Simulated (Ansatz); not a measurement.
Species: sum formula BOF$_{2}$ (charge 0, doublet). It need not be the lowest isomer of its formula. 
Structure (B3LYP-D3(BJ)/def2-TZVP (Ansatz, an electronic-structure program) minimum search):
SMILES: B(F)([O])F
```xyz
4

B     -0.0222     0.0079    -0.0070
F      0.3742    -1.2014    -0.3568
F      0.7501     0.8025     0.7100
O     -1.2510     0.4439    -0.3930
```
Charge 0, spin multiplicity 2.

Parts of the frozen-core correlation energy in cc-pVTZ (Ansatz, hartree). Frozen orbitals: 4; correlated occupied orbitals by spin: 12 and 11; virtual: 104 and 105. Open shells are spin-unrestricted. Spin-orbit coupling is left out. Non-relativistic.

```json
[
 {"term": "reference (HF)", "value": "-298.67442"},
 {"term": "MP2 opposite-spin", "value": "-0.56957"},
 {"term": "MP2 same-spin", "value": "-0.20199"},
 {"term": "CCSD correlation", "value": "-0.78352"},
 {"term": "(T)", "value": "-0.02375"},
 {"term": "T1 diagnostic", "value": "0.014"},
 {"term": "largest doubles amplitude", "value": "0.029"},
 {"term": "<S^2> of the reference", "value": "0.757"}
]
```
